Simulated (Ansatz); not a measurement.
```xyz
25

C     2.4097    2.3582   -2.1234
C     2.5007    2.4137   -0.7406
C     1.4143    2.0497    0.0412
C     0.2237    1.6251   -0.5447
Ge   -1.2794    1.0578    0.5557
C    -1.1673   -0.8449    0.9547
C    -1.7343   -1.7861    0.0982
C    -1.6189   -3.1438    0.3578
C    -0.9332   -3.5790    1.4820
C    -0.3659   -2.6532    2.3450
C    -0.4838   -1.2965    2.0815
C     0.1457    1.5770   -1.9348
C     1.2298    1.9400   -2.7204
H     3.2573    2.6441   -2.7359
H     3.4199    2.7436   -0.2693
H     1.4992    2.1032    1.1222
H    -2.5863    1.3280   -0.2138
H    -1.2506    1.8443    1.8800
H    -2.2784   -1.4607   -0.7832
H    -2.0672   -3.8638   -0.3178
H    -0.8435   -4.6397    1.6873
H     0.1681   -2.9886    3.2271
H    -0.0390   -0.5837    2.7691
H    -0.7729    1.2568   -2.4168
H     1.1525    1.8985   -3.8012
```

Total charge 0; spin multiplicity 1.

Question: List the ωB97M-V/def2-TZVPP orbital energies in eV (Ansatz 0.2.0). (Best estimate.)

Answer: Computed: Occupied: -10866.23, -1362.07, -1209.80, -1209.80, -1209.79, -281.63, -281.63, -281.63, -281.63, -281.61, -281.61, -281.58, -281.58, -281.57, -281.57, -281.56, -281.56, -173.86, -123.11, -123.10, -123.07, -35.92, -35.91, -35.90, -35.84, -35.83, -26.82, -26.77, -23.80, -23.73, -23.71, -23.56, -19.89, -19.66, -19.58, -19.34, -18.09, -17.15, -16.44, -15.29, -15.15, -15.12, -15.08, -14.34, -14.29, -13.57, -13.48, -13.13, -13.04, -12.06, -12.00, -11.63, -11.16, -10.67, -9.49, -9.43, -9.42, -9.23. Lowest empty: 1.25, 1.53, 1.73, 1.87, 2.56, 3.19, 3.34, 3.38.
